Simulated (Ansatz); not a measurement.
```yaml
crystal:
  periodic: [false, false, false]
  atoms:
    - {symbol: C, position_ang: [-2.158570, 2.474097, -1.353249]}
    - {symbol: Ge, position_ang: [-0.464439, -0.746194, -0.703996]}
    - {symbol: C, position_ang: [3.179127, -0.242030, -0.336187]}
    - {symbol: P, position_ang: [-2.292279, -2.542487, 2.873358]}
    - {symbol: H, position_ang: [-4.187042, 2.192168, -1.583764]}
    - {symbol: H, position_ang: [-1.848903, 3.772880, 0.218774]}
    - {symbol: H, position_ang: [-1.412258, 3.336490, -3.072035]}
    - {symbol: H, position_ang: [-0.980254, -2.586885, -2.912027]}
    - {symbol: H, position_ang: [3.963149, 0.588076, -2.055180]}
    - {symbol: H, position_ang: [3.560402, 1.026404, 1.244428]}
    - {symbol: H, position_ang: [4.123863, -2.038688, 0.020212]}
    - {symbol: H, position_ang: [-0.401994, -4.433430, 3.126090]}
    - {symbol: H, position_ang: [-1.042250, -0.865970, 4.561356]}
basis:
  gaussian: {orbitals: def2-SVPD}
hamiltonian: {xc: {name: PBE-QIDH}}
output: {forces: true}
```

```sh
$ ansatz run in.yaml --threads 4 --pin off --events-out ev --progress --plain --max-ram 10444MiB
```

Shortened log:

```
Functional definition: PBE-QIDH
1699 factors; integrals over basis functions are off by at most 3.9e-4 eV
mean field evaluation 1: about -67924.0505 eV, gradient 3.5e1 eV
mean field evaluation 2: about -67924.0599 eV, gradient 3.5e1 eV
mean field evaluation 4: about -67917.0736 eV, gradient 5.8e1 eV
mean field evaluation 8: about -67932.9267 eV, gradient 2.1e1 eV
mean field evaluation 16: about -67935.7350 eV, gradient 1.6e-4 eV
mean field -67935.73500092 eV, -2496.5922127885 hartree, gradient 2.8e-6 eV, S^2 0.000000; 4 other end points of the search recorded, 0 dependent functions left out; unrestricted orbitals would lower it
16 core orbitals not correlated: weight in the atoms' cores, before any rotation towards them, 1.000 or more for the frozen orbitals, at most 0.000 for the correlated occupied ones
reference -67935.73502723 eV, -2496.5922137556 hartree; 18, 18 occupied and 140, 140 virtual orbitals, 1699 factors
second order -33.14277586 eV of doubles, -0.00000000 eV of singles
Total energy: -67946.78261918 eV, -2496.9982052715 hartree
Atom 0 at    -2.158570     2.474097    -1.353249 Å, force    -1.038950     1.918399    -0.397225 eV/Å
Atom 1 at    -0.464439    -0.746194    -0.703996 Å, force     0.003382    -0.470496    -1.333789 eV/Å
Atom 2 at     3.179127    -0.242030    -0.336187 Å, force     2.226225     0.276532     0.237571 eV/Å
Atom 3 at    -2.292279    -2.542487     2.873358 Å, force     2.500340    -0.140526     1.385382 eV/Å
Atom 4 at    -4.187042     2.192168    -1.583764 Å, force     3.170192     0.563896     0.349401 eV/Å
Atom 5 at    -1.848903     3.772880     0.218774 Å, force    -0.547839    -1.974526    -2.522192 eV/Å
Atom 6 at    -1.412258     3.336490    -3.072035 Å, force    -1.226144    -1.253726     2.682341 eV/Å
Atom 7 at    -0.980254    -2.586885    -2.912027 Å, force     0.361632     1.291230     1.535899 eV/Å
Atom 8 at     3.963149     0.588076    -2.055180 Å, force    -1.124545    -1.286123     2.716054 eV/Å
Atom 9 at     3.560402     1.026404     1.244428 Å, force    -0.504283    -2.006405    -2.506387 eV/Å
Atom 10 at     4.123863    -2.038688     0.020212 Å, force    -1.381108     2.866554    -0.548006 eV/Å
Atom 11 at    -0.401994    -4.433430     3.126090 Å, force    -1.487666     1.583188    -0.205362 eV/Å
Atom 12 at    -1.042250    -0.865970     4.561356 Å, force    -0.951235    -1.367995    -1.393686 eV/Å
Dipole moment:    -0.339620    -0.346746     0.350956 e Å
```

(1) What is wrong with this run?

Results:

(1) The coordinates are in bohr but typed as ångström. The calculation finished and met its thresholds. The result belongs to that input, not to the molecule as meant.
